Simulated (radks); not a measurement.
The numbers below are computed, except where a source is named.
The neodymium ion Nd+ inside a hard spherical wall (all orbitals vanish at R), configuration held at [Xe] 4f4 6s1 and not refilled when levels cross. Code: a radial shooting solver on a logarithmic mesh with Libxc functionals. Model: scalar-relativistic Kohn-Sham, PBEsol, spin-polarised, spherical densities, finite nucleus; open shells are filled with parallel spins first (spin-orbit coupling, left out, can overturn this in heavy ions); Fermi nuclear charge, rms radius 4.9123 fm. Eigenvalues in eV for spin up, with the zero of energy where the potential of the charges vanishes at infinity; a dash marks a level that is unbound or too diffuse for the functional's potential to be trusted. A positive occupied level is held by the wall or, in an anion where self-interaction has pushed it up, behind a barrier. The pressure on the wall is -dE/dV.

R (bohr)  E (hartree)  kinetic (hartree)    e(5s)    e(5p)   e(6s)   e(4f)  e(5d, empty)  e(6p, empty)  pressure (GPa)
free       -9619.8371          10236.682  -47.125  -28.593  -8.607  -8.550        -7.728        -5.506               0
15         -9619.8371          10236.682  -47.125  -28.593  -8.607  -8.550        -7.728        -5.505        < 0.0001
12         -9619.8371          10236.682  -47.122  -28.590  -8.604  -8.547        -7.725        -5.489        0.000768
8          -9619.8319          10236.725  -46.934  -28.408  -8.377  -8.361        -7.558        -4.871           0.219
7          -9619.8210          10236.793  -46.695  -28.180  -7.978  -8.121        -7.321        -4.046           0.848
6          -9619.7889          10236.957  -46.226  -27.740  -6.923  -7.634        -6.781        -2.151            3.43
5          -9619.6892          10237.411  -45.267  -26.847  -4.007  -6.579        -5.458         2.445            16.1
3.5        -9618.7561          10241.552  -40.037  -21.517  16.161  -0.209         3.058        29.056             320
2.5        -9613.5793          10261.809  -21.926   -0.358  87.527  20.218        33.492        111.04            4640
